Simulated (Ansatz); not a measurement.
**What each rung costs, and what it gives**

Saddle point of BH$_{4}$SeF, singlet (BH₂F ([BH2][F]) + H₂Se → BH₃Se ([BH2][SeH]) + HF; bonds formed: F2–H5; dative contacts that become bonds: B1–Se6; bonds broken: B1–F2, H5–Se6), PBE0-D4/def2-TZVP structure:

```
7
angstrom
B -0.4799 -0.5603 0.1972
F 0.7700 -1.0679 -0.6053
H -1.4678 -0.9499 -0.3459
H -0.2979 -0.7227 1.3630
H 0.8331 0.0725 -0.8883
Se -0.1402 1.4415 -0.4053
H 0.7826 1.7869 0.6846
```

Barriers are electronic and count from the start structure reached by relaxing down the imaginary mode.

Program: Ansatz 0.2.0. Basis: as named in each row. Cores are frozen in the correlated methods. Filled d shells of the heavier atoms are correlated. The def2 sets are not built for correlating such inner shells, so the correlated values are less sure here. B3LYP uses VWN-RPA correlation. Extrapolation: Hartree–Fock as exp(−7.88 √X), correlation as X^−2.97.

Times are rough, for one single point on 2 threads of a shared host (Arm Neoverse V2).

The estimate by CCSD(T) at an estimated basis limit (MP2 extrapolated from triple and quadruple zeta, plus CCSD(T) − MP2 in triple zeta) is 24.71 kcal/mol.

```tsv
method	basis	time (s)	barrier (kcal/mol)	method less estimate
HF	STO-3G	under 1	26.43	1.72
PBE-D4	STO-3G	under 1	0.97	-23.74
SPW92	def2-SVP	under 1	13.30	-11.41
PBE-D4	def2-SVP	under 1	18.56	-6.15
B3LYP-D4	6-31G	under 1	21.99	-2.72
SPW92	def2-TZVPP	under 1	14.44	-10.27
PBE0-D4	def2-SVP	under 1	21.70	-3.01
PBE-D4	def2-TZVPP	1	19.39	-5.31
BLYP-D4	def2-TZVPP	2	23.56	-1.14
B3LYP-D4	def2-TZVPP	2	25.53	0.82
CCSD(T)	def2-SVP	2	27.20	2.49
BHLYP-D4	def2-TZVPP	2	29.36	4.65
CAM-B3LYP-D4	def2-TZVPP	3	25.51	0.80
PBE0-D4	def2-TZVPP	3	22.37	-2.34
r2SCAN-D4	def2-TZVPP	3	21.94	-2.76
RPA on PBE	def2-TZVPP	3	24.52	-0.19
B2PLYP	def2-TZVPP	4	25.18	0.47
r2SCAN0-D4	def2-TZVPP	4	23.95	-0.75
PBE-QIDH	def2-TZVPP	4	23.83	-0.88
wB97M-V	def2-SVP	4	23.15	-1.56
wB97X-V	def2-TZVPP	6	24.84	0.14
B97M-V	def2-TZVPP	7	26.04	1.33
wB97M-V	def2-TZVPP	7	24.27	-0.44
MP2	def2-QZVPP	15	22.77	-1.94
CCSD(T)	def2-TZVPP	41	25.11	0.40
```

All methods are single points on the PBE0-D4 structures.

No T1 diagnostic of these runs exceeds 0.012.

Labels in which every atom is bracketed show which atoms are joined, not bond orders.
